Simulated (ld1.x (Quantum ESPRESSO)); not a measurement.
F: one change to an ultrasoft potential, before and after

- Element: F (Z = 9)
- Generator: ld1.x (Quantum ESPRESSO) 7.5
- Type: ultrasoft
- Functional: LDA (PZ)
- Relativity: scalar-relativistic
- Frozen core: [He]
- Valence charge: 7
- Reference configuration: 2s1.5 2p5.5
- Partial waves: 2s (bound): rcut 0.70, rcutus 0.85 bohr; 2s channel at 1.2 Ry: rcut 0.70, rcutus 0.85 bohr; 2p (bound): rcut 1.15, rcutus 1.40 bohr; 2p channel at 3.15 Ry: rcut 1.15, rcutus 1.40 bohr
- Local potential: all-electron potential smoothed inside 1.05 bohr (lloc = -2)
- Core correction: a·sin(br)/r model core inside 0.45 bohr
- Augmentation charge: PSQ, radius 0.75 bohr

All-electron outer shells of the reference configuration (LDA (PZ), scalar-relativistic, ld1.x):

```csv
shell,level (eV),outermost node (bohr),outermost maximum (bohr)
1s,-659.23,–,0.12
2s,-29.89,0.24,0.77
2p,-11.50,–,0.71
```

Change: core correction a·sin(br)/r model core inside 0.90 bohr.

Cutoffs: the cutoffs (Ry, on a coarse ladder) from which the occupation-weighted sum of valence levels, in a spherical-Bessel basis at the reference potential, stays within 10 and 1 mRy of its value at 400 Ry; they do not see the model core or the augmentation charge, which bear on the density cutoff. Errors are all-electron minus pseudo energies relative to the spin-unpolarised reference configuration.

Question: Predict the effect on cutoff, ghosts and configuration errors.

Answer: The potential gets neither clearly harder nor softer (40 Ry and 70 Ry → 40 Ry and 70 Ry); of the 9 tests that both files solve, the error grows in 9 and shrinks in 0 by more than 15 % and 0.3 meV (median size 6.0 → 8.5 meV); neither file shows a bound ghost. A wider model core is smoother and lowers the density cutoff, which this test does not measure.

| quantity | base | changed |
| --- | --- | --- |
| cutoff, loose | 40 Ry | 40 Ry |
| cutoff, tight | 70 Ry | 70 Ry |
| bound ghosts | none | none |
| error for 2s2 2p5, meV [ΔE -9.19 eV] | +1.9 | +2.5 |
| error for 2s2 2p4, meV [ΔE 10.37 eV] | +6.0 | +8.5 |
| error for 2s2 2p3, meV [ΔE 48.88 eV] | +20 | +33 |
| error for 2s1 2p6, meV [ΔE 9.20 eV] | +1.7 | +2.4 |
| error for 2s2 2p1, meV [ΔE 195.48 eV] | +70 | +250 |
| error for 2s1 2p5, meV [ΔE 29.03 eV] | +2.3 | +3.0 |
| error for 2s2 2p4.5, meV [ΔE -1.56 eV] | +3.0 | +4.2 |
| error for 2s1.5 2p5.5 (spin-polarised), meV [ΔE -0.41 eV] | +14 | +27 |
| error for 2s2 2p5 (spin-polarised), meV [ΔE -9.56 eV] | +16 | +37 |
| s: phases at 1.54 bohr within 0.05 rad from the reference energy up to (Ry; the scan ends near 5) | to the end of the scan | to the end of the scan |
| p: phases at 1.54 bohr within 0.05 rad from the reference energy up to (Ry; the scan ends near 5) | to the end of the scan | to the end of the scan |
| lowest overlap eigenvalue by channel | s 0.36, p 0.29 | s 0.36, p 0.29 |
